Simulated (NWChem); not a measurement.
System: CH$_{5}$Cl$_{2}$FSi$_{2}$; SMILES Cl[SiH]([Si@@H](F)C)Cl

```xyz
11

C     -0.7639    -2.7165    -0.5621
Si     0.6067    -1.4950    -0.2487
F      1.0558    -1.5770     1.3178
Si    -0.1321     0.7032    -0.6139
Cl     1.2982     2.0505     0.0254
Cl    -1.8737     0.9637     0.4798
H     -1.0315    -2.7328    -1.6308
H     -0.4510    -3.7316    -0.2719
H     -1.6613    -2.4477     0.0155
H      1.8141    -1.7795    -1.0787
H     -0.4506     1.0273    -2.0325
```
Atoms are numbered in this order, from 1.

Computed with NWChem. Geometry: optimised at PBE0/def2-SVP. Total energies of different functionals are on different scales.

| level | energy (Ha) | highest occupied level (eV) | orbital gap (eV) | dipole (D) |
|---|---|---|---|---|
| PBE/def2-TZVP | -1639.8001 | -6.88 | 5.02 | 2.75 |
| B3LYP/def2-TZVP | -1640.7027 | -7.92 | 6.75 | 2.89 |
| TPSSh/def2-TZVP | -1640.6964 | [?] | [?] | [?] |
| BLYP/def2-TZVP | -1640.5801 | -6.77 | 5.10 | 2.73 |
| Hartree-Fock/def2-TZVP | -1637.3753 | -11.02 | 13.38 | 3.19 |

Task: Fill in the missing entries.

Result: 
- TPSSh/def2-TZVP, highest occupied level (eV): -7.53
- TPSSh/def2-TZVP, orbital gap (eV): 6.19
- TPSSh/def2-TZVP, dipole (D): 2.84
